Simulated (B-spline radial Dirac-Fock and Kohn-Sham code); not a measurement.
ΔSCF core binding energies without Breit or QED terms, calculated with a B-spline atomic structure program.

A sound run for Br⁷⁺, configuration [Ar] 3d10: The ground state converged in 10 iterations, with total energy -2591.89578 Ha, virial ratio 1.97478 and highest orbital energy -194.56 eV. ΔSCF binding energies: K (1s) 13632.8 eV, L3 (2p3/2) 1678.9 eV, M5 (3d5/2) 190.7 eV.

A second run, with one unsound setting: The ground state had not converged after 63 iterations, with total energy -2591.86839 Ha, virial ratio 1.97208 and highest orbital energy -191.34 eV. ΔSCF binding energies: K (1s) 13633.4 eV, L3 (2p3/2) 1679.4 eV, M5 (3d5/2) 190.9 eV (not all states converged, so these are not final).

```
iter   energy (Ha)        error
   1    -2568.07042825  1.55e+00
   2    -2585.20362234  1.07e+00
   3    -2585.73736496  1.03e+00
   4    -2586.23067593  9.79e-01
   5    -2586.68639949  9.35e-01
   6    -2587.10720076  8.94e-01
   7    -2587.49557520  8.55e-01
   8    -2587.85385763  8.17e-01
   9    -2588.18423097  7.81e-01
  17    -2590.04064686  5.42e-01
  25    -2590.98442189  3.75e-01
  33    -2591.45401187  2.58e-01
  41    -2591.68373581  1.77e-01
  49    -2591.79469340  1.21e-01
  57    -2591.84779881  8.31e-02
  63    -2591.86838668  6.25e-02
```

**Question.** Which fault fits the second run best?
A. spline order too low
B. nuclear radius in wrong units
C. damping too heavy
D. mesh too coarse

**Answer.** C. The input had damp = 0.97; ndamp = 100: damp is so close to 1 that the orbitals hardly move in each step.
